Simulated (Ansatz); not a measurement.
**Molecular dynamics of C3H7AlO**

Input file:

```yaml
crystal:
  periodic: [false, false, false]
  atoms:
    - { symbol: C, position_ang: [-0.346891, 0.285926, 1.778647] }
    - { symbol: C, position_ang: [0.028793, 0.126954, 0.479124] }
    - { symbol: C, position_ang: [-0.224266, 1.357038, -0.450081] }
    - { symbol: Al, position_ang: [0.206363, -1.665996, -0.371873] }
    - { symbol: O, position_ang: [0.997767, -1.863611, -1.886179] }
    - { symbol: H, position_ang: [-0.371299, -0.52014, 2.500527] }
    - { symbol: H, position_ang: [-0.665238, 1.225058, 2.242593] }
    - { symbol: H, position_ang: [0.522432, 1.569532, -1.236821] }
    - { symbol: H, position_ang: [-1.112786, 1.08408, -1.095573] }
    - { symbol: H, position_ang: [-0.474438, 2.31647, 0.029545] }
    - { symbol: H, position_ang: [-0.348947, -2.938405, 0.12761] }
    - { symbol: H, position_ang: [1.269156, -0.903286, -2.092987] }
basis:
  gaussian: { orbitals: STO-3G }
hamiltonian:
  xc: b3lyp
  dispersion: d4
md:
  timestep: 0.5
  n_steps: 216
  ensemble: nvt_langevin
  temperature: 300.0
  initial_velocities: maxwell_boltzmann
  seed: 843611
  friction: 1.0
```

Command:

```bash
$ ansatz run input.yaml --threads 1 --pin off --max-ram 2048MiB --backend cpu --events-out ev --progress --plain --runs-dir out
```

It goes on from the last frame of an earlier run, with new velocities.

Output, in part (step lines, the closing report, with atoms numbered from 0):

```
md step     0: t =     0.00 fs  T =   275.0 K  F+E_penalty+E_count = -11722.87687367 eV  E_kin = 0.426558 eV  (23 SCF iters)
[... lines left out ...]
Total energy: -11722.74469051 eV, -430.8029214145 hartree
Atom 0 at    -0.279061     0.287939     1.832255 Å, force    -1.046351     0.139709     0.417388 eV/Å
Atom 1 at     0.000758     0.106363     0.535751 Å, force     0.067220    -0.978945    -0.528255 eV/Å
Atom 2 at    -0.255086     1.350179    -0.327032 Å, force     2.327499    -0.106971    -2.672694 eV/Å
Atom 3 at     0.292120    -1.635354    -0.351267 Å, force     0.267610     1.964391    -0.430592 eV/Å
Atom 4 at     0.971235    -1.819538    -1.917662 Å, force     0.445181     1.697865     0.166508 eV/Å
Atom 5 at    -0.329622    -0.465814     2.644144 Å, force     0.408049     0.123848    -0.493182 eV/Å
Atom 6 at    -0.732025     1.262235     2.080993 Å, force     0.381332    -0.108854     0.661150 eV/Å
Atom 7 at     0.664160     1.670406    -0.917468 Å, force    -0.521670    -0.496817     0.860630 eV/Å
Atom 8 at    -0.947734     1.166387    -1.147331 Å, force    -0.818170    -0.387299    -0.190348 eV/Å
Atom 9 at    -0.572760     2.251129     0.151940 Å, force    -0.586324     0.818998     1.231349 eV/Å
Atom 10 at    -0.393630    -2.799770     0.139018 Å, force    -0.459202    -1.247043     0.615372 eV/Å
Atom 11 at     1.323519    -0.855972    -2.186418 Å, force    -0.465174    -1.418882     0.362674 eV/Å
Dipole moment:     0.141113     0.102544    -0.059082 e Å
```

The steps, from the saved trajectory:

| time (fs) | T (K) | potential energy less start (eV) |
| --- | --- | --- |
| 0.0 | 275 | 0.000 |
| 3.5 | 276 | 0.090 |
| 7.0 | 281 | 0.153 |
| 10.5 | 313 | 0.125 |
| 14.0 | 250 | 0.096 |
| 17.5 | 401 | 0.243 |
| 21.0 | 343 | 0.122 |
| 24.5 | 427 | 0.104 |
| 28.0 | 206 | 0.110 |
| 31.5 | 293 | 0.059 |
| 35.0 | 286 | 0.017 |
| 38.5 | 373 | 0.167 |
| 42.0 | 336 | 0.147 |
| 45.5 | 258 | 0.047 |
| 49.0 | 229 | 0.014 |
| 52.5 | 344 | -0.001 |
| 56.0 | 217 | -0.007 |
| 59.5 | 258 | 0.017 |
| 63.0 | 265 | 0.092 |
| 66.5 | 360 | 0.165 |
| 70.0 | 294 | 0.180 |
| 73.5 | 210 | 0.208 |
| 77.0 | 402 | 0.151 |
| 80.5 | 236 | 0.158 |
| 84.0 | 202 | 0.081 |
| 87.5 | 352 | 0.004 |
| 91.0 | 264 | -0.013 |
| 94.5 | 279 | -0.044 |
| 98.0 | 264 | 0.006 |
| 101.5 | 281 | 0.092 |
| 105.0 | 376 | 0.129 |

The run went to its last step. A run of 0.11 ps of so small a system gives no equilibrium averages. The friction is so strong that the motion is overdamped, so the time scale means little. Limits of this set-up: minimal basis.

The same pairs are bonded in the first frame and the last. Pairs count as bonded within 1.25 times the sum of covalent radii (0.12 Å more for H–H).

Last frame:

```xyz
12
Properties=species:S:1:pos:R:3
C -0.279 0.288 1.832
C 0.001 0.106 0.536
C -0.255 1.350 -0.327
Al 0.292 -1.635 -0.351
O 0.971 -1.819 -1.918
H -0.330 -0.466 2.644
H -0.732 1.262 2.081
H 0.664 1.670 -0.917
H -0.948 1.166 -1.147
H -0.573 2.251 0.152
H -0.394 -2.800 0.139
H 1.323 -0.856 -2.186
```

Time of the run: 18 min on 1 CPU thread of a shared host.
